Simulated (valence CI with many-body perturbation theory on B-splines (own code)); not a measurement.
Which ion has this spectrum?

A relativistic CI+MBPT calculation for an atom or ion with 33 electrons gives these levels (cm⁻¹):

| J | Parity | E | g |
| --- | --- | --- | --- |
| 3/2 | odd | 0 | 1.35 |
| 3/2 | odd | 1113321 | 1.46 |
| 5/2 | odd | 1162403 | 1.19 |
| 1/2 | odd | 1224609 | 0.66 |
| 3/2 | even | 1416274 | 0.78 |
| 5/2 | even | 1718369 | 1.22 |
| 5/2 | even | 2039736 | 1.46 |
| 1/2 | even | 2169816 | 2.08 |
| 3/2 | even | 2185903 | 1.17 |
| 3/2 | odd | 2346900 | 1.31 |
| 5/2 | even | 2522425 | 0.96 |
| 3/2 | even | 2527469 | 0.91 |
| 1/2 | even | 2528994 | 0.19 |
| 7/2 | even | 2572437 | 1.04 |

The energies are calculated, and their last digits are not significant.

Q: Which is it?
A. Hg47+
B. Au46+
C. Bi50+
D. Pt45+

A: A. Hg47+, ground level (4s^2 4p1/2^2 4p3/2) J=3/2.
